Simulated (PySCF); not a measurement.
Dipole response of I- (iodine, charge -1)

[Xe], closed-shell 1S. All numbers are calculated (PySCF 2.14, a scalar-relativistic core potential, in aug-cc-pVDZ-PP with ECP28MDF). Coupled (time-dependent) response in atomic units; α is the mean over directions. A double-zeta set is small for polarisabilities.

```
method  mean α (bohr³)  C₆ (like pair)  S(−4)
   UHF           48.48           655.4  500.6
   PBE           55.76           772.3  801.6
  PBE0           52.88           725.6  667.0
 B3LYP           53.06           722.6  707.1
   M06           51.38           680.3  684.9
```

S(−4) is the Cauchy moment in α(ω) = α(0) + S(−4) ω² + …

α(iu) at PBE0:

```tsv
u (hartree)	α(iu) (bohr³)
0	52.88
0.0500	51.30
0.100	47.38
0.200	37.82
0.300	29.62
0.500	18.46
0.750	10.96
1.00	7.085
1.50	3.578
2.00	2.134
3.00	1.001
5.00	0.3747
```

A single London oscillator, α(iu) = α/(1 + u²/ω²), gives C₆ = (3/4) ω α². Matching the computed C₆ needs ω = 4 × 725.6 / (3 × 52.88²) = 0.346 hartree.

For an ion, C₆ is the dispersion term alone; charge-induced terms of lower order in 1/R come first.

Energies and moments cover only the electrons outside the core potential.
